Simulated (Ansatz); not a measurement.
Species: C3H9Ga, SMILES `[CH3][Ga]([CH3])[CH3]` (charge 0, multiplicity 1).

**Question.** Give a relaxed geometry from B3LYP-D3(BJ)/def2-TZVP (Ansatz, a program for electronic structure).

**Answer.** the end point of this relaxation (outside a Z-matrix the atoms follow the SMILES, hydrogens last).
Z-matrix (Å, degrees):
```
Ga
C 1 1.9886
H 2 1.0899 1 112.65
H 2 1.0924 3 108.76 1 122.81
H 2 1.0934 3 108.28 4 115.76
C 1 1.9886 2 120.55 3 -8.01
H 6 1.0906 1 112.06 2 156.66
H 6 1.0910 7 109.08 1 124.15
H 6 1.0942 7 107.54 8 116.02
C 1 1.9891 2 119.76 3 172.52
H 10 1.0902 1 112.43 2 15.97
H 10 1.0917 11 108.96 1 -123.67
H 10 1.0940 11 107.88 12 -115.83
```
